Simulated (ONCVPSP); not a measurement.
## rhenium: one change to an ONCV potential, before and after

| Property | Result |
| --- | --- |
| Element | Re |
| Generator | ONCVPSP 4.0.1 |
| Type | optimised norm-conserving Vanderbilt (ONCV) |
| Functional | PBE |
| Relativity | scalar-relativistic |
| Frozen core | [Kr] 4d10 4f14 |
| Valence charge | 15 |
| Reference configuration | 5s2 5p6 5d5 (charge +2) |
| Partial waves | 5s: rc 1.15 bohr, ncon 4, nbas 7, qcut 6.2 1/bohr, 3 projectors, debl 1.5 Ha; 5p: rc 1.35 bohr, ncon 4, nbas 8, qcut 6.5 1/bohr, 2 projectors, debl 3.9 Ha; 5d: rc 2.15 bohr, ncon 5, nbas 10, qcut 7 1/bohr, 2 projectors, debl 2.2 Ha |
| Local potential | polynomial inside 1.10 bohr (lpopt 3, dvloc0 3 Ha) |
| Core correction | polynomial model core, fcfact 0.15 |

In the s channel the program set the typed energies aside and used -3.744, 0.250, 1.750 Ha.

Change: all radii but the core radius scaled by about 1.06 (s 1.22, p 1.44, d 2.28 bohr); local potential polynomial inside 1.16 bohr (lpopt 3, dvloc0 3 Ha).

Cutoffs: the cutoffs (Ha) at which the residual kinetic energy of the hardest occupied pseudo-wave falls to 1 and 0.1 mHa per electron; they do not see the model core or the augmentation charge, which bear on the density cutoff. Errors are all-electron minus pseudo energies relative to the spin-unpolarised reference configuration.

Question: What does the change do?

Answer: The potential gets softer (84 Ha and 109 Ha → 74 Ha and 91 Ha); the errors of the 4 common tests hardly move; neither file shows a bound ghost. A larger radius leaves more room for a smooth pseudo-wave, so fewer plane waves are needed.

```tsv
quantity	base	changed
cutoff, loose	84 Ha	74 Ha
cutoff, tight	109 Ha	91 Ha
loose cutoff by channel	s 84 Ha, p 57 Ha, d 16 Ha	s 74 Ha, p 24 Ha, d 15 Ha
bound ghosts	none	none
GHOST(+) flags under 300 eV	none	none
error for 5s2 5p6 5d5 6s2, meV [ΔE -25.57 eV]	+4.9	+4.4
error for 5s2 5p6 5d5 6s1, meV [ΔE -16.32 eV]	+4.0	+3.8
error for 5s2 5p6 5d4, meV [ΔE 27.13 eV]	-13	-12
error for 5s2 5p6 5d5 6p2, meV [ΔE -15.70 eV]	+5.9	+5.9
rms error of d²Exc/dni dnj with the model core, mHa	0.79	0.67
```
